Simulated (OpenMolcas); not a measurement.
## Cl+: effect of the level shift or regulariser

| Item | Value |
| --- | --- |
| Program | OpenMolcas |
| Basis | ANO-RCC-VTZP [5s4p2d1f] |
| Scalar Hamiltonian | DKH2, point nucleus |
| Active space | 4 electrons in 3 orbitals (3p) |
| State averaging | 2S+1 = 3 even, 3 roots; 2S+1 = 1 even, 6 roots |
| Spin-orbit coupling | RASSI with atomic mean-field integrals over the reference wave functions, term energies averaged over their components |

Methods on the same reference wave functions:
A. CASSCF
B. SS-CASPT2, IPEA 0.25 Eh, imaginary shift 0.1 Eh (closed shells correlated: 2s 2p 3s)
C. SS-CASPT2, IPEA 0.25 Eh, real shift 0.2 Eh (closed shells correlated: 2s 2p 3s)
D. SS-CASPT2, IPEA 0.25 Eh, sigma2 regulariser 0.3 Eh (closed shells correlated: 2s 2p 3s)

Energies in cm-1 above 3s2 3p4 3P2, the measured ground level; measured values from NIST Handbook of Basic Atomic Spectroscopic Data.

```json
{"Level": "3s2 3p4 3P2", "A": "0.0", "B": "0.0", "C": "0.0", "D": "0.0", "Measured": "0.0"}
{"Level": "3s2 3p4 3P1", "A": "648", "B": "650", "C": "650", "D": "650", "Measured": "696"}
{"Level": "3s2 3p4 3P0", "A": "941", "B": "939", "C": "939", "D": "939", "Measured": "996"}
{"Level": "3s2 3p4 1D2", "A": "14425", "B": "12140", "C": "12160", "D": "12140", "Measured": "11654"}
{"Level": "3s2 3p4 1S0", "A": "35442", "B": "29650", "C": "29720", "D": "29650", "Measured": "27878"}
```

Deviations, from unrounded energies. A percentage is the sum of absolute deviations over the sum of measured energies, with the sign that they share, or ± where signs differ.

```
                        Against measurement  Levels      A     B     C     D
             mean absolute deviation (cm-1)       4   2600   590   610   590
      fine structure of the ground term (%)       2   -6.1  -6.1  -6.1  -6.1
other terms of the ground configuration (%)       2  +26.1  +5.7  +5.9  +5.7
```

B, C, D lie about equally close to measurement and A furthest from it. The largest miss of D in the table is 3s2 3p4 1S0, by +1800 cm-1. The ranking rests on the paired levels alone, and a cruder setting can come out closer through cancelling errors.

Among B to D the level of the table that moves most is 3s2 3p4 1S0, by 71 cm-1 (lowest in D, highest in C). Moves below CASPT2's spread within the term are not significant.

The mean deviations of B to D differ by less than CASPT2's widest spread within a term (140 cm-1), so their order carries little weight.

From A to B the spin-free energies of the other terms of 3s2 3p4 shown, above 3P, scale by factors of 0.83 to 0.84.

The lowest spin-free term lies below A's lowest term by 0.154 hartree in B, 0.154 hartree in C, 0.154 hartree in D.

Term energies are means over components that CASPT2 splits; among the terms shown or strongly mixed into the levels shown the widest spread is 140 cm-1 (3s2 3p4 1D, D). With the s shell closed, the reference lacks s² → p² mixing. Without dynamic correlation excited terms often stand tens of per cent too high (terms of higher spin than the ground term too low), and those without a measured partner can miss by more than the paired ones (holds for A). Measured partners are found by configuration, term and J. A level has none where our copy of the source lacks it or the pairing is in doubt (some pairs that miss far off the trend of their configuration count as doubtful), and it then counts in no deviation. Only configurations of the active space appear.
